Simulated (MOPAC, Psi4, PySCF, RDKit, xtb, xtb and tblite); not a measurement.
Two geometries of C3H8O2Si, SMILES O=C(O)CC[SiH3], relaxed at GFN2-xTB with one dihedral held; other torsions can differ between them too.

Structure A

```
14

O     -0.5843     0.5668    -1.4329
C     -1.2855     0.3525    -0.4869
O     -2.6345     0.5314    -0.5652
C     -0.7666    -0.1106     0.8453
C      0.5723    -0.8200     0.6935
Si     1.8262     0.1570    -0.3768
H     -3.1255    -0.2774    -0.3903
H     -0.6385     0.7950     1.4476
H     -1.5126    -0.7323     1.3503
H      0.4037    -1.8008     0.2470
H      0.9839    -0.9981     1.6865
H      1.6096     1.5924    -0.2175
H      1.8624    -0.3104    -1.7547
H      3.1365    -0.1513     0.2258
```

Structure B

```
14

O     -0.5875     0.5145    -1.4574
C     -1.2804     0.3061    -0.5043
O     -2.6248     0.5818    -0.5261
C     -0.7624    -0.1424     0.8284
C      0.5897    -0.8292     0.6953
Si     1.8410     0.1588    -0.3668
H     -3.1522    -0.1617    -0.8294
H     -0.6649     0.7659     1.4321
H     -1.5087    -0.7736     1.3196
H      0.4427    -1.8159     0.2541
H      0.9927    -0.9941     1.6941
H      1.5879     1.5915    -0.2410
H      1.9025    -0.3263    -1.7385
H      3.1503    -0.1086     0.2550
```

Q: Which is lower in energy at the level M06-2X/def2-TZVP // GFN2-xTB in Psi4, and by how much?

A: A is lower, by 1.41 kcal/mol (dihedral O1–C2–O3–H7: 120° in A, 90° in B).

E(B) − E(A) in kcal/mol at the other levels, on the same two geometries: GFN2-xTB (xtb and tblite) 1.48; MMFF94 // GFN2-xTB (RDKit) 0.44; PBE0/def2-TZVP // GFN2-xTB (Psi4) 1.67; PBE0-D3(BJ)/def2-TZVP // GFN2-xTB (Psi4) 1.70; PBE/def2-TZVP // GFN2-xTB (Psi4) 1.86; PBE-D3(BJ)/def2-TZVP // GFN2-xTB (Psi4) 1.90; UFF // GFN2-xTB (RDKit) 1.15; PM6, restricted, heats of formation // GFN2-xTB (MOPAC) -0.07; PM3, restricted, heats of formation // GFN2-xTB (MOPAC) 0.21; GFN1-xTB // GFN2-xTB (xtb) 1.23; restricted B3LYP/6-31G*, spherical d, density fitting // GFN2-xTB (PySCF) 1.70; restricted Hartree-Fock/3-21G // GFN2-xTB (PySCF) 0.23; restricted B3LYP/3-21G // GFN2-xTB (PySCF) 1.26; restricted MP2 (frozen core)/3-21G // GFN2-xTB (PySCF) 0.79.
